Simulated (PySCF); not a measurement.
C2H5Te, SMILES C[Te][CH2], multiplicity 2. The structure is a stationary point at B3LYP-D3(BJ)/def2-SVP. The isomer is the one that the SMILES or the coordinates give; other isomers of the formula were not compared. The def2 effective core potentials stand for the cores of Te; spin–orbit coupling is left out.

### Question
Give the equilibrium geometry at B3LYP-D3(BJ)/def2-SVP (PySCF confirms it by a frequency run) as bond lengths and angles. (An estimate is asked for; the answer gives what the named calculation found.)

### Answer

Atoms: C1 Te2 C3 H4 H5 H6 H7 H8. Bond lengths (Å): C1–Te2 2.065, C1–H4 1.092, C1–H5 1.092, Te2–C3 2.173, C3–H6 1.097, C3–H7 1.097, C3–H8 1.098. Angles (°): Te2–C1–H4 118.5, Te2–C1–H5 119.7, H4–C1–H5 119.8, C1–Te2–C3 95.0, Te2–C3–H6 109.1, Te2–C3–H7 109.0, Te2–C3–H8 107.7, H6–C3–H7 110.9, H6–C3–H8 110.0, H7–C3–H8 110.1.
Charge 0, spin multiplicity 2.
